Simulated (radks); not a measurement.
The numbers below are computed, except where a source is named.
Problem. The mean radii <r> (bohr) of the occupied orbitals of an atom or ion are listed with their occupations. Code: a radial shooting solver on a logarithmic mesh with Libxc functionals. Model: scalar-relativistic Kohn-Sham, r2SCAN, spin-unpolarised, spherical densities, finite nucleus; meta-GGA in the generalised Kohn-Sham scheme; Fermi nuclear charge, rms radius of each element as measured or else 0.836 A^(1/3) + 0.57 fm.

| orbital | occ. | <r> |
|---|---|---|
| 1s | 2 | 0.05214 |
| 2s | 2 | 0.2348 |
| 2p | 6 | 0.2064 |
| 3s | 2 | 0.7046 |
| 3p | 6 | 0.7367 |
| 3d | 8 | 0.8695 |
| 4p | 2 | 2.880 |

Name the element and its charge.

Solution. Z = 29, copper, charge +1: Cu+ in [Ar] 3d8 4p2. The 1s radius gives Z: for a bare nucleus <r> = (2 gamma + 1)/(2Z) with gamma = sqrt(1 - (Z/c)^2), 0.05094 bohr for Z = 29, and screening makes it slightly larger (0.05214 here). The occupations add up to 28, and the charge is Z minus that.
